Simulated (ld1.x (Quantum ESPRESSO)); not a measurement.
**Building the PAW potential for F (PBE, non-relativistic).**

ld1.x (Quantum ESPRESSO) 7.5 input, shortened:

```
&input
   title='F', zed=9., rel=0, dft='PBE', iswitch=3,
   config='[He] 2s2 2p4 3d-2'
 /
 &inputp
   pseudotype=3, lpaw=.true., tm=.true., lloc=-1, rcloc=1.00,
   nlcc=.true., new_core_ps=.true.,
   which_augfun='BESSEL', rmatch_augfun=0.35
 /
5
2S  1  0   2.00   0.00  0.50  0.60  0.0
2S  1  0   0.00  -1.85  0.50  0.60  0.0
2P  2  1   4.00   0.00  1.45  1.75  0.0
2P  2  1   0.00  -1.60  1.45  1.75  0.0
3D  3  2  -2.00   0.10  1.30  1.40  0.0
 &test
   configts(1)='2s2 2p4'
 /
```

All-electron outer shells of the reference configuration (PBE, non-relativistic, ld1.x):

| shell | level (eV) | outermost node (bohr) | outermost maximum (bohr) |
| --- | --- | --- | --- |
| 2s | -47.30 | 0.24 | 0.75 |
| 2p | -28.32 | – | 0.68 |

Calculated quality:

```
Cutoffs needed                            : 100 Ry and 180 Ry (the cutoffs (Ry, on a coarse ladder) from which the occupation-weighted sum of valence levels, in a spherical-Bessel basis at the reference potential, stays within 10 and 1 mRy of its value at 400 Ry)
Ghost test                                : no extra level below or beside the all-electron valence levels (s, p, d, f tested) (spherical-Bessel basis up to 400 Ry, 20 bohr box)
Largest excitation error                  : +198 meV (all-electron minus pseudo) for 2s2 2p2, out of 7 test configurations
Lowest eigenvalue of the overlap operator : 0.74 (s channel)
```

Generation and tests took about 1.3 s on one core of a shared server CPU.
